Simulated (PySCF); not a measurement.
## Electron correlation in As (arsenic, neutral)

[Ar] 3d10 4s1 4p4, high-spin 4P determinant (an excited configuration). All numbers are calculated (PySCF 2.14, scalar relativity by spin-free X2C-1e, in x2c-TZVPPall with one added diffuse shell each of s, p, d type (7s6p5d1f, 57 functions)). Frozen: [Ne]; 23 electrons correlated.

MP2 pair energies summed by pair of shells (mhartree):

```json
{"pair": "3d-3d", "energy": "-99.20", "share (%)": "30.6"}
{"pair": "3p-3d", "energy": "-74.11", "share (%)": "22.9"}
{"pair": "4p-4p", "energy": "-57.86", "share (%)": "17.9"}
{"pair": "3d-4p", "energy": "-22.42", "share (%)": "6.9"}
{"pair": "3s-3d", "energy": "-20.58", "share (%)": "6.3"}
{"pair": "3p-3p", "energy": "-17.33", "share (%)": "5.3"}
{"pair": "3s-3p", "energy": "-10.13", "share (%)": "3.1"}
{"pair": "4s-4p", "energy": "-9.22", "share (%)": "2.8"}
{"pair": "3d-4s", "energy": "-6.02", "share (%)": "1.9"}
{"pair": "3p-4p", "energy": "-3.48", "share (%)": "1.1"}
{"pair": "3p-4s", "energy": "-1.48", "share (%)": "0.5"}
{"pair": "3s-3s", "energy": "-1.37", "share (%)": "0.4"}
{"pair": "3s-4p", "energy": "-0.73", "share (%)": "0.2"}
{"pair": "3s-4s", "energy": "-0.19", "share (%)": "0.1"}
```

Total MP2 correlation energy: -324.12 mhartree.

Same-spin part -109.64 and opposite-spin part -214.48 mhartree; SCS-MP2 scales them by 1/3 and 6/5 to -293.92 mhartree.

This basis was not built for core-valence correlation, so the inner-shell part is incomplete.
